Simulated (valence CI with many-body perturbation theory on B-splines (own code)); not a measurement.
# In⁴³⁺: electric-dipole lines

Method: valence CI with perturbative core correlation (CI+MBPT): four valence electrons over a frozen Dirac-Fock core [He], radial functions for each j: 11 s, 11 p, 9 d, 7 f, 5 g, 2 h, 1 i, with the one-electron correlation potential Σ1, the two-electron term Σ2, the three-electron term Σ3, Breit, model QED; selected CI, second order for the rest (own B-spline code, finite nucleus).

The last digits are not significant, and no measured levels were compared; by estimate large intervals hold to a few tenths of a per cent, small ones and those within an open d or f shell to about a per cent. Among the levels kept, up to 260 cm⁻¹ of a level comes from second order outside the variational space, and about a tenth of that is noise between levels of different J, which matters for small intervals.

Lines 201 to 250 of 255 in falling wavelength, among levels below 4642.0 eV, chosen from the strongest by gf and those to the six lowest levels. Wavelengths and rates use the calculated energies. Electric multipoles are in the length gauge, E1 and E2 with the static RPA response of the core. Weak lines are less certain than strong ones. Lines between different terms over intervals too small for the method are left out, as are lines whose strength nearly cancels. The highest levels of a list are the least certain.

Levels are named by their leading jj configuration (3d3/2^4 stands for four electrons in 3d with j = 3/2), which in mixed levels can hold well under half, so a name can repeat and another be missing. Letters in brackets count levels of one name in rising energy.

| λ vac (Å) | Upper | Lower | A (s⁻¹) | S (a.u.) with core polarisation | S without |
| --- | --- | --- | --- | --- | --- |
| 2.944 | (2s 2p1/2 2p3/2 3d3/2) J=2 [d] | (2s 2p1/2^2 2p3/2) J=1 | 3.59e+14 | 2.26e-02 | 2.26e-02 |
| 2.944 | (2s 2p1/2 2p3/2 3p1/2) J=2 [a] | (2s^2 2p1/2 2p3/2) J=2 | 4.64e+12 | 2.92e-04 | 2.93e-04 |
| 2.941 | (2s 2p1/2 2p3/2 3d3/2) J=2 [b] | (2s 2p1/2^2 2p3/2) J=2 | 3.05e+14 | 1.92e-02 | 1.92e-02 |
| 2.939 | (2s 2p1/2 2p3/2 3d5/2) J=1 [a] | (2s 2p1/2^2 2p3/2) J=2 | 5.71e+13 | 2.15e-03 | 2.15e-03 |
| 2.939 | (2s 2p1/2 2p3/2 3d3/2) J=3 [c] | (2s 2p1/2^2 2p3/2) J=2 | 1.29e+14 | 1.14e-02 | 1.14e-02 |
| 2.939 | (2s 2p1/2 2p3/2 3p1/2) J=1 [a] | (2s^2 2p1/2 2p3/2) J=1 | 2.68e+13 | 1.01e-03 | 1.01e-03 |
| 2.938 | (2s 2p1/2 2p3/2 3d3/2) J=1 [b] | (2s 2p1/2^2 2p3/2) J=2 | 3.17e+14 | 1.19e-02 | 1.19e-02 |
| 2.934 | (2s^2 2p3/2 3d3/2) J=2 | (2s^2 2p1/2 2p3/2) J=2 | 1.28e+14 | 7.96e-03 | 7.96e-03 |
| 2.934 | (2s 2p1/2 2p3/2 3p1/2) J=2 [a] | (2s^2 2p1/2 2p3/2) J=1 | 8.06e+13 | 5.02e-03 | 5.02e-03 |
| 2.933 | (2s^2 2p3/2 3d3/2) J=3 | (2s^2 2p1/2 2p3/2) J=2 | 2.97e+14 | 2.59e-02 | 2.59e-02 |
| 2.932 | (2s^2 2p1/2 3d3/2) J=1 | (2s^2 2p1/2^2) J=0 | 3.83e+14 | 1.43e-02 | 1.43e-02 |
| 2.929 | (2s^2 2p3/2 3d3/2) J=1 | (2s^2 2p1/2 2p3/2) J=2 | 5.35e+13 | 1.99e-03 | 1.99e-03 |
| 2.927 | (2s 2p1/2 2p3/2 3d5/2) J=3 | (2s 2p1/2^2 2p3/2) J=2 | 7.07e+12 | 6.13e-04 | 6.14e-04 |
| 2.925 | (2s 2p1/2 2p3/2 3p1/2) J=3 | (2s^2 2p1/2 2p3/2) J=2 | 4.47e+12 | 3.86e-04 | 3.89e-04 |
| 2.924 | (2s^2 2p3/2 3d3/2) J=2 | (2s^2 2p1/2 2p3/2) J=1 | 8.73e+13 | 5.39e-03 | 5.40e-03 |
| 2.920 | (2s^2 2p3/2 3d5/2) J=2 | (2s^2 2p1/2 2p3/2) J=2 | 1.48e+13 | 9.12e-04 | 9.13e-04 |
| 2.919 | (2s^2 2p3/2 3d3/2) J=1 | (2s^2 2p1/2 2p3/2) J=1 | 2.03e+14 | 7.48e-03 | 7.49e-03 |
| 2.918 | (2s^2 2p3/2 3d3/2) J=0 | (2s^2 2p1/2 2p3/2) J=1 | 2.65e+14 | 3.25e-03 | 3.26e-03 |
| 2.917 | (2s 2p1/2 2p3/2 3d3/2) J=3 [d] | (2s 2p1/2^2 2p3/2) J=2 | 2.90e+12 | 2.48e-04 | 2.49e-04 |
| 2.914 | (2s 2p1/2 2p3/2 3p1/2) J=2 [b] | (2s^2 2p1/2 2p3/2) J=2 | 2.48e+13 | 1.52e-03 | 1.52e-03 |
| 2.912 | (2s^2 2p3/2 3d5/2) J=3 | (2s^2 2p1/2 2p3/2) J=2 | 2.06e+13 | 1.76e-03 | 1.76e-03 |
| 2.910 | (2s^2 2p3/2 3d5/2) J=2 | (2s^2 2p1/2 2p3/2) J=1 | 4.97e+12 | 3.03e-04 | 3.03e-04 |
| 2.906 | (2s 2p1/2 2p3/2 3d3/2) J=2 [d] | (2s 2p1/2^2 2p3/2) J=2 | 2.42e+12 | 1.46e-04 | 1.46e-04 |
| 2.904 | (2s 2p1/2 2p3/2 3p1/2) J=2 [b] | (2s^2 2p1/2 2p3/2) J=1 | 9.71e+12 | 5.87e-04 | 5.87e-04 |
| 2.902 | (2s 2p1/2 2p3/2 3p3/2) J=3 [a] | (2s^2 2p1/2 2p3/2) J=2 | 5.16e+12 | 4.36e-04 | 4.35e-04 |
| 2.899 | (2s 2p1/2 2p3/2 3p3/2) J=1 [a] | (2s^2 2p1/2 2p3/2) J=2 | 4.34e+12 | 1.57e-04 | 1.56e-04 |
| 2.898 | (2s^2 2p3/2 3d5/2) J=1 | (2s^2 2p1/2 2p3/2) J=1 | 3.70e+12 | 1.33e-04 | 1.33e-04 |
| 2.897 | (2s 2p1/2 2p3/2 3p1/2) J=2 [c] | (2s^2 2p1/2 2p3/2) J=2 | 2.23e+13 | 1.34e-03 | 1.34e-03 |
| 2.896 | (2s 2p1/2 2p3/2 3p1/2) J=1 [b] | (2s^2 2p1/2 2p3/2) J=2 | 5.36e+12 | 1.93e-04 | 1.93e-04 |
| 2.892 | (2s 2p1/2 2p3/2 3p3/2) J=2 [a] | (2s^2 2p1/2 2p3/2) J=2 | 6.28e+12 | 3.75e-04 | 3.75e-04 |
| 2.889 | (2s 2p1/2 2p3/2 3p3/2) J=1 [a] | (2s^2 2p1/2 2p3/2) J=1 | 3.07e+13 | 1.09e-03 | 1.09e-03 |
| 2.887 | (2s 2p1/2 2p3/2 3p1/2) J=0 | (2s^2 2p1/2 2p3/2) J=1 | 9.78e+12 | 1.16e-04 | 1.16e-04 |
| 2.887 | (2s 2p1/2 2p3/2 3p1/2) J=2 [c] | (2s^2 2p1/2 2p3/2) J=1 | 1.38e+12 | 8.21e-05 | 8.19e-05 |
| 2.887 | (2s 2p1/2 2p3/2 3p1/2) J=1 [b] | (2s^2 2p1/2 2p3/2) J=1 | 5.64e+13 | 2.01e-03 | 2.01e-03 |
| 2.882 | (2s 2p1/2 2p3/2 3p3/2) J=2 [a] | (2s^2 2p1/2 2p3/2) J=1 | 6.46e+13 | 3.82e-03 | 3.82e-03 |
| 2.879 | (2s 2p1/2 2p3/2 3p3/2) J=2 [b] | (2s^2 2p1/2 2p3/2) J=2 | 5.83e+13 | 3.43e-03 | 3.43e-03 |
| 2.879 | (2s 2p1/2 2p3/2 3p1/2) J=1 [c] | (2s^2 2p1/2 2p3/2) J=2 | 2.81e+13 | 9.93e-04 | 9.92e-04 |
| 2.876 | (2s 2p1/2 2p3/2 3p3/2) J=0 [a] | (2s^2 2p1/2 2p3/2) J=1 | 1.33e+14 | 1.56e-03 | 1.56e-03 |
| 2.874 | (2s 2p1/2 2p3/2 3p3/2) J=1 [b] | (2s^2 2p1/2 2p3/2) J=2 | 1.14e+14 | 4.02e-03 | 4.02e-03 |
| 2.872 | (2s 2p1/2 2p3/2 3p3/2) J=3 [b] | (2s^2 2p1/2 2p3/2) J=2 | 6.26e+13 | 5.12e-03 | 5.12e-03 |
| 2.869 | (2s 2p1/2 2p3/2 3p3/2) J=2 [b] | (2s^2 2p1/2 2p3/2) J=1 | 3.96e+12 | 2.31e-04 | 2.31e-04 |
| 2.869 | (2s 2p1/2^2 3p3/2) J=1 | (2s^2 2p1/2^2) J=0 | 1.05e+14 | 3.68e-03 | 3.67e-03 |
| 2.869 | (2s 2p1/2 2p3/2 3p1/2) J=1 [c] | (2s^2 2p1/2 2p3/2) J=1 | 6.46e+12 | 2.26e-04 | 2.26e-04 |
| 2.864 | (2s 2p1/2 2p3/2 3p3/2) J=1 [b] | (2s^2 2p1/2 2p3/2) J=1 | 3.90e+12 | 1.36e-04 | 1.35e-04 |
| 2.852 | (2s 2p1/2 2p3/2 3p3/2) J=2 [c] | (2s^2 2p1/2 2p3/2) J=2 | 8.63e+12 | 4.94e-04 | 4.94e-04 |
| 2.850 | (2s 2p1/2 2p3/2 3p3/2) J=3 [c] | (2s^2 2p1/2 2p3/2) J=2 | 3.78e+13 | 3.02e-03 | 3.02e-03 |
| 2.845 | (2s 2p1/2 2p3/2 3p3/2) J=1 [c] | (2s^2 2p1/2 2p3/2) J=2 | 2.33e+12 | 7.94e-05 | 7.93e-05 |
| 2.844 | (2s 2p1/2 2p3/2 3p3/2) J=2 [d] | (2s^2 2p1/2 2p3/2) J=2 | 2.95e+13 | 1.67e-03 | 1.67e-03 |
| 2.843 | (2s 2p1/2 2p3/2 3p3/2) J=2 [c] | (2s^2 2p1/2 2p3/2) J=1 | 2.87e+13 | 1.62e-03 | 1.62e-03 |
| 2.835 | (2s 2p1/2 2p3/2 3p3/2) J=1 [c] | (2s^2 2p1/2 2p3/2) J=1 | 3.31e+13 | 1.12e-03 | 1.12e-03 |
